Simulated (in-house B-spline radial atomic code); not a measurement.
How numerical settings move a run on Pr²⁺, [Xe] 4f3. Computed with a B-spline radial code for spherical atoms: Dirac-Kohn-Sham PBE0, spherical fractional occupations, Fermi nucleus of rms radius 4.8919 fm.

Command:
```bash
python run_scf.py task.json out
```
Settings of the sound reference run:
```
Z                59
electrons        57
configuration    [Xe] 4f3
hamiltonian      dirac
method           pbe0
spin_polarised   False
nucleus          fermi
rms_radius       4.8919
mass_number      141
atomic_mass      140.9077
speed_of_light   137.036
knot_spacing     0.22
spline_order     8
gauss_points     12
box_radius       22.22
max_iterations   70
damping          0.5
damped_steps     3
diis_vectors     10
tolerance        1e-08
start            Thomas-Fermi
```

Time taken, with all properties: 2.5 s on 1 thread of Arm Neoverse N1, on a shared host.

It converges in 10 iterations to -9241.112944 hartree, with 4f7/2 at -12.2216 eV. The other runs change the listed settings, some to values that make no sense; their results aren't properties of the atom or ion. Radii are in bohr (the nuclear one in fm), a minus after a letter asks for a j subshell, and «unchanged» means within 1e-8 hartree. The run stops when the residual is below 10 × tolerance × max(1, Z/10), or a noise floor if that is larger, and the energy moves by less than 1e-8 × √|E| hartree; so very loose and very tight tolerances often act alike.

```tsv
changed settings	outcome
electrons = 58, configuration = [Xe] 4f3 6s-1, max_iterations = 50	stopped with error: j subshells need the Dirac Hamiltonian and l > 0
box_radius = 4.44	converged in 10 iterations, energy +3.53e-02 hartree from the reference, 4f7/2 level +1.1e+00 eV (the program warns: 4f7/2 reaches the box edge; 5s1/2 reaches the box edge)
first_knot = 0.00508, max_iterations = 100, damping = 0	converged in 12 iterations, energy -1.96e-01 hartree from the reference, 4f7/2 level -1.2e-03 eV
knot_spacing = 0.1, gauss_points = 6, max_iterations = 60, tolerance = 1e-06, start = bare nucleus	converged in 12 iterations, energy -6.63e-06 hartree from the reference, 4f7/2 level -9.6e-05 eV
max_iterations = 12	converged in 10 iterations, energy unchanged
electrons = 58, configuration = [Kr] 4d10 4f3 5s2 5p7, max_iterations = 60	stopped with error: shell 5p holds at most 6 electrons
box_radius = 6.67	converged in 10 iterations, energy +5.74e-04 hartree from the reference, 4f7/2 level +5.5e-02 eV (the program warns: 4f7/2 reaches the box edge; 5s1/2 reaches the box edge)
box_radius = 3.33	converged in 10 iterations, energy +4.38e-01 hartree from the reference, 4f7/2 level +5.8e+00 eV (the program warns: 4f7/2 reaches the box edge; 4d3/2 reaches the box edge)
max_iterations = 2	not converged after 2 iterations, last residual 5.6e-01, last energy +9.59e+00 hartree from the reference
box_radius = 11.11	converged in 10 iterations, energy +4.91e-07 hartree from the reference, 4f7/2 level +1.3e-04 eV (the program warns: 4f7/2 reaches the box edge; 4f5/2 reaches the box edge)
tolerance = 1e-13	converged in 11 iterations, energy unchanged, 4f7/2 level -6.3e-05 eV
max_iterations = 3	not converged after 3 iterations, last residual 1.1e-01, last energy +3.28e-01 hartree from the reference
method = hf, spin_polarised = True	stopped with error: spin polarisation is not served with the Dirac Hamiltonian
spline_order = 10, gauss_points = 5, max_iterations = 2	not converged after 2 iterations, last residual 5.5e-01, last energy +9.59e+00 hartree from the reference
spline_order = 3, box_radius = 4.44, max_iterations = 50, start = bare nucleus	converged in 11 iterations, energy +3.59e-01 hartree from the reference, 4f7/2 level +1.2e+00 eV (the program warns: 4f7/2 reaches the box edge; 5s1/2 reaches the box edge)
```

Problem. What happens with box_radius = 2.22?

Solution. Converged in 9 iterations, energy +6.44e+00 hartree from the reference, 4f7/2 level +3.3e+01 eV (the program warns: 4f7/2 has a positive eigenvalue: unbound, held by the box; 5p3/2 has a positive eigenvalue: unbound, held by the box).

Problem. What happens with max_iterations = 5?

Solution. Not converged after 5 iterations, last residual 1.1e-02, last energy +2.61e-03 hartree from the reference.

Problem. What happens with box_radius = 1.33?

Solution. Converged in 8 iterations, energy +8.14e+01 hartree from the reference, 4f7/2 level +1.7e+02 eV (the program warns: 4f7/2 has a positive eigenvalue: unbound, held by the box; 4d3/2 has a positive eigenvalue: unbound, held by the box).

Problem. What happens with box_radius = 88.88?

Solution. Converged in 10 iterations, energy unchanged, 4f7/2 level -3.8e-07 eV.
